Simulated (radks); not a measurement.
Question: The strontium ion Sr+, 37 electrons, occupied as [Kr] 5s1 (the NIST ground configuration). All-electron calculation, scalar-relativistic Kohn-Sham, r2SCAN, spin-unpolarised, spherical densities, finite nucleus; meta-GGA in the generalised Kohn-Sham scheme; Fermi nuclear charge, rms radius 4.224 fm. Program: a radial shooting solver on a logarithmic mesh with Libxc functionals. Some entries of the table are withheld. Estimate them.

| orbital | occ. | eigenvalue (eV) | <1/r> (bohr^-1) | <r> (bohr) |
|---|---|---|---|---|
| 1s | 2 | -15982.39 | 38.99 | 0.03917 |
| 2s | 2 | -2180.491 | 8.719 | 0.1723 |
| 2p | 6 | -1935.904 | 8.497 | 0.1504 |
| 3s | 2 | -347.6507 | 2.925 | 0.4909 |
| 3p | 6 | (1) | 2.765 | 0.4977 |
| 3d | 10 | -136.5381 | 2.506 | 0.4983 |
| 4s | 2 | (2) | 0.9852 | 1.359 |
| 4p | 6 | -29.9095 | 0.8497 | 1.558 |
| 5s | 1 | -8.2160 | 0.3151 | 4.008 |

Answer: 
(1) 3p eigenvalue (eV): -267.8266
(2) 4s eigenvalue (eV): -48.6587
